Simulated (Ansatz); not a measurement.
`B[SiH](Cl)O[SiH3]` + H₂ → `B[SiH2]Cl` + `O[SiH3]` at 600 K and 1 bar (hydrogenolysis of the Si–O bond).

Calculated with Ansatz (gas phase, PBE0-D4/def2-TZVP geometries, no zero-point term in ΔE). CBS: MP2 limit from def2 TZ/QZ plus the TZ coupled-cluster correction, frozen cores. This one scheme is used for every species. Each species was taken in one conformer, which may not be the lowest.

| species | CCSD(T)/CBS energy (Eh) | H − E (kJ/mol) | S (J/(mol·K)) |
| --- | --- | --- | --- |
| `B[SiH](Cl)O[SiH3]` | -1141.61292 | 233.2 | 513.1 |
| H₂ | -1.17544 | 43.9 | 150.8 |
| `B[SiH2]Cl` | -776.05948 | 145.5 | 370.9 |
| `O[SiH3]` | -366.69042 | 135.7 | 307.9 |

H − E and S are ideal-gas, rigid-rotor, harmonic terms from PBE0-D4/def2-TZVP, for one conformer and one mirror image of each species. The MP2-based limit puts H₂ 0.8 mEh under its directly extrapolated value; such offsets cancel only in part. 1 Eh = 2625.50 kJ/mol, R = 8.31446 J/(mol·K).

Problem. By hand: ΔE, ΔH, ΔS and ΔG.

Solution. ΔE = (-776.05948) + (-366.69042) − (-1141.61292) − (-1.17544) = 0.03846 Eh = 101.0 kJ/mol. Δ(H − E) = 145.5 + 135.7 − 233.2 − 43.9 = 4.1, so ΔH = 105.1 kJ/mol. ΔS = 370.9 + 307.9 − 513.1 − 150.8 = 14.9 J/(mol·K). ΔG = 105.1 − 600 × (14.9)/1000 = 96.2 kJ/mol.

Problem. By hand: the equilibrium constant, and the temperature at which ΔG would vanish if ΔH and ΔS stayed fixed.

Solution. log₁₀ K = −ΔG/(RT ln 10) = -8.4. ΔG = 0 at ΔH/ΔS = 7054 K, far beyond where these terms or the molecules hold.

The number of gas molecules stays the same, so ΔS is small and ΔH decides. A doubt of 5 kJ/mol in ΔE shifts log₁₀ K by 0.4 here. Other conformers and mirror images would add mixing entropy, several J/(mol·K) or more a flexible species. Modes under 60 cm⁻¹, often nearly free rotors, make the harmonic entropy too high. These are equilibria of isolated gas molecules and say nothing of rates. Largest T1 diagnostic: 0.011 (customary marks: 0.02 for closed shells, 0.045 for open ones).
